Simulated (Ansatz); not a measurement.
A structure relaxed at PBE0-D4/def2-TZVP, charge 0, multiplicity 1:

```xyz
11

C    -0.7853   -0.3963   -1.2913
V     0.5144   -0.1194    0.2296
N     0.1306    1.5231    0.9130
O     1.9137   -0.0643   -0.4530
O     0.2668   -1.4629    1.3490
H    -0.6758    0.3951   -2.0333
H    -1.7998   -0.3950   -0.8844
H    -0.5679   -1.3651   -1.7483
H     0.6981    2.3487    0.7943
H    -0.6127    1.6772    1.5810
H     0.9178   -2.1411    1.5433
```

(1) Give its formula and SMILES.

(2) Summarise the bond lengths by kind.

Results:

(1) CH6NO2V, `[CH3][V]([NH2])(=[O])[OH]`.

(2) 1 × C–V 2.020 Å; 3 × C–H 1.090 to 1.093 Å; 1 × N–V 1.820 Å; 2 × O–V 1.558 to 1.766 Å; 2 × H–N 1.009 to 1.011 Å; 1 × H–O 0.960 Å.

Results of the Gaussian-basis code of Ansatz.
